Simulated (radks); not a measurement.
Results of a calculation; reference values are marked as such.
Species: Be+. Configuration: [He] 2s1.

Code: a radial shooting solver on a logarithmic mesh with Libxc functionals. Model: Dirac Kohn-Sham, BLYP, spin-unpolarised, spherical densities, point nucleus.

Energy parts (eV):
total: -389.602
kinetic: 388.313
electron-nucleus: -867.359
Hartree: 158.410
exchange-correlation: -68.965

Orbitals (lengths in bohr, moments of r in powers of bohr; <r^-3> diverges for s and p1/2; r(max) is where P^2 peaks):
orbital  occ.  eigenvalue (eV)  <r^-3>   <r^4>  r(max)  small-component weight
1s1/2       2        -118.1721       -  0.1560  0.2654                1.80e-04
2s1/2       1         -13.6386       -   67.30   1.865                2.05e-05

The highest occupied level is 2s1/2 at -13.639 eV. For comparison, the ionisation energy in NIST's Atomic Spectra Database is 18.211 eV (measured). In exact Kohn-Sham theory the highest level is minus the ionisation energy, but local and semilocal functionals leave it too shallow, through self-interaction and a potential that decays too fast; potentials with the right tail come closer. Summed over all electrons, <r^2> = 6.645 bohr^2, which gives a Langevin (diamagnetic) susceptibility term of -5.26 x 10^-6 cm^3/mol.

Beside tabulated values, note that spin-unpolarised runs miss the spin-polarisation part of the exchange energy of open shells.
